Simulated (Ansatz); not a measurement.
A nudged elastic band was laid between two geometries of C2H4NSi (8 atoms, charge 0, multiplicity 2).

Method: UKS B3LYP-D4/def2-SVP (Ansatz 0.2.0).

| Property | Result |
| --- | --- |
| movable images | 5 |
| climbing image | yes |
| spring | 5.0 eV/Å² |
| optimiser | quadratic models (default) |
| start path | IDPP |
| force threshold | 0.05 eV/Å |
| iteration limit | 60 |
| end points | relaxed |

Image 0:

```xyz
8
Properties=species:S:1:pos:R:3
C 2.245 -1.066 1.496
C 1.351 -0.453 0.917
Si 0.056 0.589 0.094
N -1.083 -0.315 -0.839
H 0.762 1.531 -0.813
H -0.683 1.302 1.170
H -0.789 -0.745 -1.712
H -1.768 -0.900 -0.368
```

Image 6:

```xyz
8
Properties=species:S:1:pos:R:3
C 2.247 -1.065 1.497
C 1.352 -0.455 0.917
Si 0.057 0.588 0.095
N -1.084 -0.314 -0.840
H 0.763 1.530 -0.813
H -0.681 1.300 1.171
H -1.770 -0.898 -0.369
H -0.791 -0.743 -1.714
```

Problem. What changes between the two ends?

Solution. No bond is made or broken. The dihedral C2–Si3–N4–H8 goes from 71 to -71°. The two ends are copies of one structure, up to a mirror image or an exchange of like atoms.

Problem. What energy profile does the band end with?

Solution. The run converged. The highest image is number 3 of 0 to 6, 2.4 kcal/mol above the ends, which have the same energy within 2 meV. A vibrational analysis at the climbing image gives 2 clearly imaginary modes (261i, 88i cm⁻¹): a point of higher order, so a lower path passes nearby.

```
image  path coordinate (Å)  energy (kcal/mol)  dihedral C2–Si3–N4–H8 (°)
    0                 0.00                0.0                         71
    1                 0.64                0.9                        108
    2                 1.27                1.7                        165
    3                 1.91                2.4                        179
    4                 2.55                1.7                       -165
    5                 3.19                0.9                       -108
    6                 3.83                0.0                        -71
```

Problem. What is the geometry of the highest image?

Solution. 
```xyz
8
Properties=species:S:1:pos:R:3:forces:R:3
C 2.560 -0.902 0.859 0.00 0.00 0.00
C 1.537 -0.284 0.598 0.00 0.00 0.00
Si -0.029 0.599 0.177 0.00 0.00 0.00
N -1.015 -0.537 -0.658 0.00 0.00 0.00
H 0.326 1.799 -0.636 0.00 0.00 0.00
H -0.633 1.095 1.450 0.00 0.00 0.00
H -0.709 -1.485 -0.837 0.00 0.00 0.00
H -1.945 -0.341 -1.008 0.00 0.00 0.00
```

Run time: 2.8 min on 2 threads of Arm Neoverse V1, with other jobs on the host, peak memory 0.21 GiB.
